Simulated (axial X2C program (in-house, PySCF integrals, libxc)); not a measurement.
# Spectroscopic constants of CrIn

Computed with an axial X2C code built on PySCF integrals. Spin-free means the one-electron spin-free X2C Hamiltonian; two-component (2c) means X2C with spin–orbit coupling and atomic mean-field two-electron Coulomb and Gaunt terms, so the difference of the two also holds small scalar two-electron terms. Basis: In dyall-cv3z [11s12p9d4f1g], Cr dyall-cv3z [9s10p6d3f2g] (cores contracted in-house); Gaussian nuclei, density fitting, unrestricted open shells. Masses: In 114.904 u, Cr 51.941 u.

State, spin-free: M_S = 5/2, Λ = 0 (beyond evenly filled blocks: σα, π+α, π-α, δ+α, δ-α); electrons by block: σα: 17, σβ: 16, π+α: 8, π+β: 7, π-α: 8, π-β: 7, δ+α: 3, δ+β: 2, δ-α: 3, δ-β: 2. Fragments: In + Cr.

State, 2c: Ω = 5/2 (⟨Sz⟩ = 2.53, ⟨Lz⟩ = -0.03 at PBE0); electrons by block: 1/2: 24, -1/2: 24, 3/2: 10, -3/2: 10, 5/2: 3, -5/2: 2. Fragments: In + Cr.

| Hamiltonian | level | Re (Å) | ωe (cm⁻¹) | Be (cm⁻¹) | αe (cm⁻¹) | De (eV) | μ (D) |
| --- | --- | --- | --- | --- | --- | --- | --- |
| spin-free | PBE0 | 2.877 | 146.2 | 0.05695 | 0.00031 | 0.998 | 0.48 |
| spin-free | CCSD | 2.920 | 140.9 | 0.05525 | 0.000307 | 0.825 | n/a |
| spin-free | CCSD(T) | 2.873 | 151.1 | 0.05711 | 0.000304 | 0.945 | n/a |
| spin-free | PBEsol | 2.789 | 165.4 | 0.06061 | 0.000301 | 1.39 | 0.19 |
| 2c | PBE0 | 2.876 | 145.5 | 0.05696 | 0.000313 | n/a | 0.54 |
| 2c | PBEsol | 2.789 | 165.0 | 0.06061 | 0.000303 | n/a | 0.23 |

Correlated methods: 9 electrons correlated (number of frozen shells: In 4 s, 3 p, 2 d; Cr 3 s, 2 p), 325 virtual spin orbitals or spinors in MP2, 90 natural virtuals in coupled cluster.

Dipoles are positive if Cr is the positive end.

One determinant describes the state; a PBE0 search over occupations chose it and may have missed a lower one. Dissociation energies refer to the lowest single-determinant-based atoms at the same level and basis. De is not given where an atomic determinant may have missed its ground term or J level, or where the truncated virtual space spoils (T). Density functionals use the spin component along the axis (collinear). Coupled cluster ran in a truncated set of natural virtual spinors; the MP2 energy of the rest was added. (T) has no such correction and the atoms are truncated less, which lowers De at CCSD(T) by a hundredth of an eV or more. PBE0 can misorder states that lie within some tenths of an eV, so this need not be the ground state of the molecule. The nearest other spin-free determinant of the search, M_S = 7/2, Λ = 1, lies 0.44 eV up at the distance of the search. Without a current term, density functionals place determinants with orbital angular momentum somewhat too high. With several unpaired electrons one determinant need not be a pure state. This is the top spin component of a Σ state; components of lower Ω are not single determinants and can lie lower. The determinant is spin-polarised beyond a pure state at some levels (its spin-free form has ⟨S²⟩ too high), which makes Re and μ there less reliable. The T1 diagnostic is large, a sign of multireference character. With the outer-core shells frozen, correlated bond lengths of heavy atoms tend to come out a few hundredths of an ångström too long.

No reliable constants came from CCSD (2c), CCSD(T) (2c), HF (2c), HF (spin-free), MP2 (2c), MP2 (spin-free): no minimum in range, unconverged points, a curve that is not smooth, a change of character along it, or the two Hamiltonians disagreeing along it.

Rough cost a point (2c) on 1 thread(s) of a shared host, integrals apart: PBE0 1.3 s, PBEsol 0.6 s.
